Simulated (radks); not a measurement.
Question: Ionisation of neutral manganese, [Ar] 3d5 4s2, to [Ar] 3d5 4s1 as the strength of local exchange is varied. All-electron calculation, scalar-relativistic Kohn-Sham, Slater X-alpha exchange (alpha = 2/3 is LDA exchange), no correlation, spin-polarised, spherical densities, finite nucleus; open shells are filled with parallel spins first; Fermi nuclear charge, rms radius 3.7057 fm. Program: a radial shooting solver on a logarithmic mesh with Libxc functionals.

alpha  E(Mn) (hartree)  exchange (hartree)  IE (eV)  -e of the level emptied (eV)  <r> of it (bohr)
0.643      -1152.57863           -46.09213    5.967                    3.417 (4s)             3.462
0.667      -1154.30136           -47.88586    6.062                    3.525 (4s)             3.444
0.692      -1156.09867           -49.75982    6.162                    3.640 (4s)             3.426
0.772      -1161.86927           -55.79412    6.495                    4.023 (4s)             3.367
x          -1146.92667           -40.22444    5.667                    3.074 (4s)             3.518

Which alpha was used in the last row?

Answer: alpha = 0.564. NIST Atomic Spectra Database: 7.434 eV (measured). The central value is not met in this range of alpha. Open shells are spherical and high-spin; term and fine-structure splittings are not resolved.
